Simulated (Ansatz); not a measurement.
Cost and result for the atomization energy of `[OH][Sn]([OH])([F])[F]` (7 atoms, 6 bonds).

```xyz
7

O     1.290   -1.160   -0.572
Sn    0.045    0.136    0.108
O    -1.743   -0.205   -0.508
F    -0.002    0.168    2.006
F     0.673    1.853   -0.407
H     2.140   -0.767   -0.797
H    -2.403   -0.025    0.169
```

The species carries charge 0 and has multiplicity 1. Correlated methods include outer-core shells of Sn, which these sets cover unevenly. Sn takes the def2 core potential. Geometry: relaxed with PBE0-D4/def2-TZVP. It is one conformer, not always the lowest. Program: Ansatz. All runs use 4 threads of an Intel Xeon 6975P-C on a shared host. Times are those of one run each, without the atoms' runs, and a repeat can differ threefold. Electronic energies, without spin–orbit coupling; frozen cores. CCSD(T)/CBS adds CCSD(T) − MP2 in def2-TZVPP to the MP2 limit, and its time is that of the two runs behind it. T1 = 0.015. With those shells the extrapolation isn't a true limit. B3LYP takes the VWN-RPA correlation (the form of Gaussian; ORCA's B3LYP/G). HSE06 is the plane-wave form, built on full-range PBE exchange.

CCSD(T)/CBS is a level of theory with its own doubt, some kJ/mol a heavy atom from the limit and from the frozen cores, so smaller differences don't rank the functionals.

| level | functions | wall time | atomization (kJ/mol) | difference from CCSD(T)/CBS | per bond |
| --- | --- | --- | --- | --- | --- |
| HSE06-D4/def2-TZVPP | 202 | 1.6 s | 2391.7 | -101.4 | -16.9 |
| CAM-B3LYP-D4/def2-TZVPP | 202 | 1.7 s | 2444.3 | -48.8 | -8.1 |
| r2SCAN-D4/def2-TZVPP (with forces) | 202 | 1.9 s | 2447.6 | -45.5 | -7.6 |
| B3LYP-D4/def2-TZVPP (with forces) | 202 | 2.4 s | 2407.2 | -85.9 | -14.3 |
| B97M-V/def2-TZVPP | 202 | 2.9 s | 2459.1 | -34.0 | -5.7 |
| CCSD(T)/def2-SVP | 92 | 3.4 s | 2198.0 | -295.1 | -49.2 |
| PBE-QIDH/def2-TZVPP | 202 | 3.4 s | 2382.1 | -111.0 | -18.5 |
| ωB97X-V/def2-TZVPP | 202 | 3.5 s | 2456.9 | -36.2 | -6.0 |
| B2PLYP/def2-TZVPP | 202 | 3.5 s | 2408.0 | -85.1 | -14.2 |
| ωB97M-V/def2-TZVPP (with forces) | 202 | 5 s | 2439.1 | -54.0 | -9.0 |
| MP2/def2-QZVPP | 370 | 7 s | 2557.1 | 64.0 | 10.7 |
| CCSD(T)/def2-TZVPP | 202 | 40 s | 2378.1 | -115.0 | -19.2 |
| CCSD(T)/CBS(def2) | – | 47 s | 2493.1 | 0.0 | 0.0 |

From r2SCAN to r2SCAN0 (25 % exact exchange), in def2-TZVPP and without D4, the atomization energy moves by −112.3 kJ/mol: exact exchange takes away binding that semilocal exchange gives to molecules. The D4 term adds +20.6 kJ/mol with B3LYP and +10.7 kJ/mol with PBE0; it sums over pairs of atoms, weighted by their polarisabilities, and B3LYP, whose exchange is more repulsive, gets the larger term. In def2-TZVPP, CCSD(T) changes the Hartree–Fock value by +838.4 kJ/mol (the triples alone add +61.9 kJ/mol) and MP2 by +945.6 kJ/mol; breaking electron pairs costs correlation energy, which Hartree–Fock lacks.

Spin–orbit coupling would lower the free Sn atoms strongly, and the atomization energy with them, by more than many differences here. For some Ge, Se and Sn compounds the MP2-based and the directly extrapolated limit differ by 10 to 25 kJ/mol.
